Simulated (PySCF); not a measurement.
# Vertical excitation energies

Compound: C₄H₇NO₂S.
SMILES: `CS(=O)(=O)CCC#N`

The calculation used TDDFT CAM-B3LYP/def2-SVPD, vertical, gas phase, core orbitals frozen in the response (PySCF 2.14.0, density-fitted response routines). Geometry: PBE0-D3(BJ)/def2-SVP, one conformer, isolated molecule. Torsions of this conformer, `[CH3:1][S:2](=[O:3])(=[O:4])[CH2:5][CH2:6][C:7]#[N:8]`: C1–S2–C5–C6 179°, S2–C5–C6–C7 180°.

Problem. What does the calculation give for the low-lying excited states?

Solution. 

```csv
state,E (eV),E (hartree),f,symmetry,"main configurations (H = HOMO, L = LUMO)"
S1,7.61,0.2797,0.0001,–,"H-2→L+2 (22%), H-3→L+2 (15%), H-4→L+5 (13%)"
S2,7.77,0.2854,0.013,A′,H→L (73%)
S3,7.97,0.2929,0.028,A′,"H-2→L+5 (23%), H-4→L+2 (16%), H-3→L+5 (15%)"
S4,8.03,0.2950,0.0001,–,"H-4→L+5 (47%), H→L+5 (14%)"
S5,8.12,0.2986,0.017,A″,H-1→L (78%)
S6,8.47,0.3113,0.061,A′,"H→L+1 (37%), H→L (17%), H→L+8 (12%)"
```

The lowest singlet lies at 7.61 eV (163 nm, vacuum ultraviolet) and is dark (f under 0.0005); its leading configuration is HOMO-2→LUMO+2 (22%). The strongest level in the table is S6 at 8.47 eV (146 nm, f = 0.061). It is the last of those listed, so stronger ones may follow. Löwdin shares by element: HOMO oxygen 52%, carbon 13% or more, sulfur 12% (atoms not listed hold the other 22%); LUMO sulfur 30%, carbon 17% or more, hydrogen 8% or more (atoms not listed hold the other 45%). Weighted by f, the mean energy of these states is 8.23 eV. The listed states span 0.86 eV, and the widest gap between neighbours is 0.35 eV (S5 to S6). The oscillator strengths of these states sum to 0.119; summed over the whole spectrum of an exact calculation they would give the number of electrons, 70 (Thomas–Reiche–Kuhn). Symmetry labels in Cs follow from the direction of the transition dipole and are given only for states with f of 0.002 or more. Singlets were solved by full linear response.
